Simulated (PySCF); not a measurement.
Al(F)(SiH3)2 (AlFH6Si2), SMILES [Al]([SiH3])([F])[SiH3]. Atoms are numbered in the order given.

```xyz
10

Al    -0.3513    -0.2299     0.0284
F     -1.7535    -1.1434     0.1400
Si    -0.4958     1.8306    -1.3002
H      0.8382     2.1770    -1.8824
H     -0.9106     2.9737    -0.4262
H     -1.4838     1.7219    -2.4158
Si     1.6186    -1.0980     1.2104
H      2.4840     0.0263     1.6855
H      2.4447    -1.9311     0.2795
H      1.2550    -1.9440     2.3870
```
Charge 0, spin multiplicity 1.

Coordinates come from a B3LYP-D3(BJ)/def2-SVP optimisation. The structure was generated by enumeration; whether it is a known compound was not checked.

Two levels are set side by side: PBE/pcSseg-1 (PySCF) and B3LYP/pcSseg-1 (PySCF). GIAO shifts against CFCl3 (¹⁹F), TMS (²⁹Si), TMS (¹H) at the same level; non-relativistic, no solvent, atoms listed together averaged. Differences are taken from unrounded values.

```json
[
 {"quantity": "δ(¹⁹F) of F2 (ppm)", "B3LYP": "-89.3"},
 {"quantity": "δ(²⁹Si) of Si3, Si7 (ppm)", "B3LYP": "-127.8"}
]
```

Task: What does PBE give, and how far is it from B3LYP? (Estimate from the structure and the level; the computed values follow.)

Result: 
```tsv
quantity	PBE	PBE minus B3LYP
δ(¹⁹F) of F2 (ppm)	-84.0	5.3
δ(²⁹Si) of Si3, Si7 (ppm)	-134.0	-6.1
```

Rough cost on one machine, each run with all the roots and properties that it gave: B3LYP against PBE within a factor of 2.
